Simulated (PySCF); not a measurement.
Correlation energy of Ne(3+) (neon, charge +3)

[He] 2s2 2p3, high-spin 4S determinant. Computed with PySCF 2.14 in cc-pVDZ-DK, with the spin-free X2C one-electron Hamiltonian (Gaussian nucleus). Frozen: 1s2; 5 electrons correlated.

MP2 pair energies summed by pair of shells (mhartree):

```json
{"pair": "2s-2p", "energy": "-46.88", "share (%)": "68.9"}
{"pair": "2p-2p", "energy": "-14.44", "share (%)": "21.2"}
{"pair": "2s-2s", "energy": "-6.67", "share (%)": "9.8"}
```

Total MP2 correlation energy: -68.00 mhartree.

Same-spin part -16.21 and opposite-spin part -51.79 mhartree; SCS-MP2 scales them by 1/3 and 6/5 to -67.55 mhartree.

| level | correlation energy (mhartree) |
| --- | --- |
| CCSD | -80.39 |
| (T) | -0.27 |
| CCSD(T) | -80.66 |

Diagnostics: T1 = 0.0020, D1 = 0.0036, largest double amplitude 0.030.

Cost of the coupled-cluster step: 0.06 s of wall time on 1 thread of Neoverse-V2 (shared host), for 5 correlated electrons.

Iterations:

```
CC2 = 0
CCSD nocc = (np.int64(4), np.int64(1)), nmo = (13, 13)
frozen orbitals [[0], [0]]
max_cycle = 100
direct = 0
conv_tol = 1e-08
conv_tol_normt = 1e-06
diis_space = 8
diis_start_cycle = 0
Init t2, MP2 energy = -0.0679968586002784
Init E_corr(UCCSD) = -0.0679968586002791
cycle = 1  E_corr(UCCSD) = -0.0780887610761892  dE = -0.0100919025  norm(t1,t2) = 0.0156918
cycle = 2  E_corr(UCCSD) = -0.0798753617533685  dE = -0.00178660068  norm(t1,t2) = 0.00387133
cycle = 3  E_corr(UCCSD) = -0.0804087776569759  dE = -0.000533415904  norm(t1,t2) = 0.00117499
cycle = 4  E_corr(UCCSD) = -0.0803900525375556  dE = 1.87251194e-05  norm(t1,t2) = 0.000138552
cycle = 5  E_corr(UCCSD) = -0.0803911811566797  dE = -1.12861912e-06  norm(t1,t2) = 1.50287e-05
cycle = 6  E_corr(UCCSD) = -0.0803911739793695  dE = 7.17731019e-09  norm(t1,t2) = 1.07829e-06
cycle = 7  E_corr(UCCSD) = -0.0803911844929922  dE = -1.05136227e-08  norm(t1,t2) = 8.01851e-08
cycle = 8  E_corr(UCCSD) = -0.0803911837002133  dE = 7.92778884e-10  norm(t1,t2) = 4.46659e-09
UCCSD converged
E(UCCSD) = -124.2682254638768  E_corr = -0.08039118370021328
UCCSD(T) correction = -0.00026868054295752
```
